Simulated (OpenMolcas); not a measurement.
Ti III: effect of the active space

```json
{
  "Program": "OpenMolcas 26.06",
  "Method": "SS-CASPT2 or its RAS form, IPEA 0.25 Eh, imaginary shift 0.1 Eh",
  "Basis": "ANO-R2",
  "Scalar Hamiltonian": "X2C, finite nucleus",
  "Spin-orbit coupling": "state interaction with AMFI integrals over the reference wave functions, term energies averaged over their components"
}
```

A. 2 electrons in 5 orbitals (3d); 2S+1 = 3 even, 10 roots; 2S+1 = 1 even, 15 roots; closed shells correlated: 3s 3p; CASPT2 step of the order of 4 core-seconds
B. 2 electrons in 6 orbitals (3d 4s); 2S+1 = 3 even, 15 roots; 2S+1 = 1 even, 20 roots kept (CI in the orbitals of an earlier block); closed shells correlated: 3s 3p; CASPT2 step roughly 10 core-seconds
C. 8 electrons in 8 orbitals (RAS1 3p, at most 2 holes; RAS2 3d); 2S+1 = 3 even, 10 roots; 2S+1 = 1 even, 15 roots; closed shells correlated: 3s; CASPT2 step about 8 core-seconds
D. 2 electrons in 10 orbitals (3d 4d); 2S+1 = 3 even, 10 roots; 2S+1 = 1 even, 15 roots; closed shells correlated: 3s 3p; CASPT2 step roughly 60 core-seconds

Energies in cm-1 above 3d2 3F2, the measured ground level; measured values from Corliss and Sugar, J. Phys. Chem. Ref. Data 8, 1 (1979).

```csv
Level,A,B,C,D,Measured
3d2 3F2,0.0,0.0,0.0,0.0,0.0
3d2 3F3,188,192,207,190,185
3d2 3F4,433,440,474,436,420
3d2 1D2,7900,8120,8370,8160,8474
3d2 3P0,11130,11050,10780,10950,10538
3d2 3P1,11190,11110,10860,11010,10604
3d2 3P2,11330,11250,11000,11140,10721
3d2 1G4,14790,14500,14450,14620,14398
3d2 1S0,31910,31960,31090,32460,32476
```

Deviations, from unrounded energies. A percentage is the sum of absolute deviations over the sum of measured energies, with the sign that they share, or ± where signs differ.

```tsv
Against measurement	Levels	A	B	C	D
mean absolute deviation (cm-1)	8	420	320	300	230
fine structure of the ground term (%)	2	+2.6	+4.4	+12.5	+3.4
other terms of the ground configuration (%)	6	±3.8	±2.9	±2.7	±2.0
```

D lies closest to measurement on these levels and A furthest from it. The largest miss of D in the table is 3d2 3P2, by +420 cm-1. The ranking rests on the paired levels alone, and a cruder setting can come out closer through cancelling errors.

The two smallest mean deviations differ by little beside CASPT2's spread within terms, so their order carries little weight.

Among A to D the level of the table that moves most is 3d2 1S0, by 1400 cm-1 (lowest in C, highest in D). Moves below CASPT2's spread within the term are not significant.

Term energies are means over components that CASPT2 splits; among the terms shown or strongly mixed into the levels shown the widest spread is 800 cm-1 (3d2 1G, A). Terms from blocks run as CI alone lack orbitals of their own (holds for B). Active for correlation alone: 3p; no level in the range computed is led by a configuration that opens it, so any true level of that kind is missing (holds for C). Active for correlation alone: 4d; no level in the range computed is led by a configuration that fills it, so any true level of that kind is missing (holds for D). Computed and measured levels are paired by configuration, term and J; levels that our copy of the source lacks, or whose pairing is in doubt (as where it misses far off the trend of its configuration), stay unpaired and out of the deviations. Only configurations of the active space appear. The table leaves out levels that lie high or whose names do not pair safely across all columns.
